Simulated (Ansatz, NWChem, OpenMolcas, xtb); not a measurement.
Ligand exchange: SiH3Cl + AlI → SiH3I + AlCl

Species: SiH3Cl (chlorosilane) `[SiH3]Cl`, singlet; AlI (iodoaluminum), singlet; SiH3I `[SiH3]I`, singlet; AlCl (aluminium monochloride), singlet. The partners trade Cl for I: Si–Cl and Al–I bonds give way to Si–I and Al–Cl.

Shapes, held fixed at every level: PBE0-D4/def2-TZVP; AlI, AlCl at the measured bond length. Programs: Ansatz 0.2.0, NWChem 7.3.0, OpenMolcas 26.06, xtb 6.7.1. Electronic energies: no zero-point or thermal term.

```
          level                    kind  ΔE (kJ/mol)
       GFN2-xTB          semi-empirical        -39.0
    BLYP/STO-3G                     GGA        -35.2
  r2SCAN/STO-3G                meta-GGA        -36.6
   B3LYP/STO-3G           global hybrid        -35.7
 wB97M-V/STO-3G  range-separated hybrid        -37.3
  B2PLYP/STO-3G           double hybrid        -37.5
    CCSD/STO-3G   coupled cluster or CI        -39.6
CCSDT(Q)/STO-3G   coupled cluster or CI        -39.7
  PBE0/def2-SVP           global hybrid         -0.4
```

PBE0/def2-SVP gives ΔE = -0.4 kJ/mol; the levels span -39.7 to -0.4. That is about zero within the method's error. The median of the levels is -37.3. No measured value is set beside it here. For atoms past krypton def2 sets carry core potentials with scalar relativity. All-electron rows are non-relativistic unless named. Outer-core shells of I are correlated, in sets that cover them unevenly. PBE0/def2-SVP lies outside the range of all other levels here, so it shouldn't be taken on trust. Rows in sets without polarisation functions are far from converged.
